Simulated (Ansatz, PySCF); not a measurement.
Reaction (SMILES): O[Si](O)(Cl)Cl + 3 [SiH4] (SiH4) → 2 O[SiH3] + 2 [SiH3]Cl
Geometries: B3LYP-D3(BJ)/def2-TZVP minima from Ansatz (a program for electronic structure), one conformer each, not searched for the lowest. Frequencies are from Ansatz or PySCF.

Quantity: bond separation energy (enthalpy at 298 K, with B3LYP-D3(BJ) rigid-rotor harmonic-oscillator terms), in eV. Correlated levels leave the core frozen unless marked. Spin-orbit coupling is left out. Non-relativistic unless marked X2C. CBS(X,Y): correlation extrapolated as X^-3; Hartree-Fock from the larger set.

```
level               program  bond separation energy (eV)
------------------  -------  ---------------------------
HF/6-31G*            Ansatz                         0.59
HF/aug-cc-pV(D+d)Z   Ansatz                         0.51
```

**Question.** What does CCSD(T)/CBS(cc-pV(T+d)Z,cc-pV(Q+d)Z) (Ansatz) give?

**Answer.** 0.68 eV, so HF/aug-cc-pV(D+d)Z differs from it by -0.17 eV.
